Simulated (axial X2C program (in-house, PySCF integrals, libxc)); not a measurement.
Ionising GaCl

Calculated with an in-house all-electron X2C program for linear molecules (integrals from PySCF), spin-free (one-electron X2C) or two-component (2c: spin–orbit coupling with atomic mean-field Coulomb and Gaunt terms, which also bring small scalar terms), in Dyall basis sets with cores contracted in-house; open shells are unrestricted.

Basis sets: Cl dyall-av3z, Ga dyall-cv3z.

| Hamiltonian | level | GaCl state | Re (Å) | ωe (cm⁻¹) | De (eV) |
| --- | --- | --- | --- | --- | --- |
| spin-free | HF | M_S = 0, Λ = 0 | 2.231 | 354.3 | 3.58 |
| spin-free | PBE0 | M_S = 0, Λ = 0 | 2.217 | 357.6 | 4.80 |
| 2c | PBE0 | Ω = 0 | 2.218 | 357.5 | n/a |

Adiabatic ionisation energy (minimum to minimum, no zero-point term) and constants of GaCl⁺:

| Hamiltonian | level | GaCl⁺ state | IE (eV) | Re (Å) | ωe (cm⁻¹) | De (eV) | fragments |
| --- | --- | --- | --- | --- | --- | --- | --- |
| spin-free | HF | M_S = 1/2, Λ = 0 | 8.82 | 2.077 | 442.1 | 0.30 | Ga+ + Cl |
| spin-free | PBE0 | M_S = 1/2, Λ = 0 | 9.82 | 2.091 | 407.6 | 0.96 | Ga+ + Cl |
| 2c | PBE0 | Ω = 1/2 | 9.82 | 2.091 | 406.9 | 0.96 | Ga+ + Cl |

Add the zero-point terms to the ionisation energy at PBE0, 2c, and say whether the electron removed was bonding.

IE0 = IE + (ωe⁺ − ωe)/2 = 9.82 + (0.003) = 9.82 eV. Re changes by -0.127 Å, so the bond shortens, as on loss of an antibonding or a polarising non-bonding electron.

Each entry is the lowest single determinant of a limited PBE0 search at one distance. De goes to single-determinant-based atoms at the same level (for ions the charge split of lowest energy) and is withheld (n/a) where an atom does not fit its ground term or J level. Main or longest-lived isotopes. Some light 2c atoms are not at their ground J level, so De misses part of their lowering (0.04 eV or less). The functionals have no current term, which raises determinants with orbital currents.
